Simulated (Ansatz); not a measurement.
Consider the isomerisation: `[SiH3][SiH2][GeH2][GeH2][GeH2][SiH3]` → `[SiH3][GeH2][GeH2][SiH2][SiH2][GeH3]`.

Program: Ansatz. Geometries: PBE0-D4/def2-TZVP. ΔE: electronic, gas phase. CCSD(T)/CBS is the MP2 limit (def2-TZVPP, def2-QZVPP) plus CCSD(T) − MP2 in def2-TZVPP, frozen cores. Functionals use def2-TZVPP. B3LYP here is the variant with VWN-RPA as its local correlation; programs differ in this. For Ge outer-core shells are correlated without core-valence functions, which leaves a few kJ/mol of doubt a bond. Scalar relativity is left out up to krypton. One conformer a species, not always the lowest.

```tsv
level	ΔE (kcal/mol)
B3LYP-D4	3.3
CAM-B3LYP-D4	3.2
```

Problem. What does CCSD(T)/CBS give? (An estimate is asked.)

Solution. The calculation gave: +3.2 kcal/mol. The listed levels differ from it by 0.1, 0.0 kcal/mol.

Largest T1 diagnostic among the species: 0.013.

Leaving LDA and LC-ωPBE aside and taking each functional with its dispersion term where it has one, the values, not all of them listed here, spread over 2.8 kcal/mol, from B97M-V to B2PLYP.
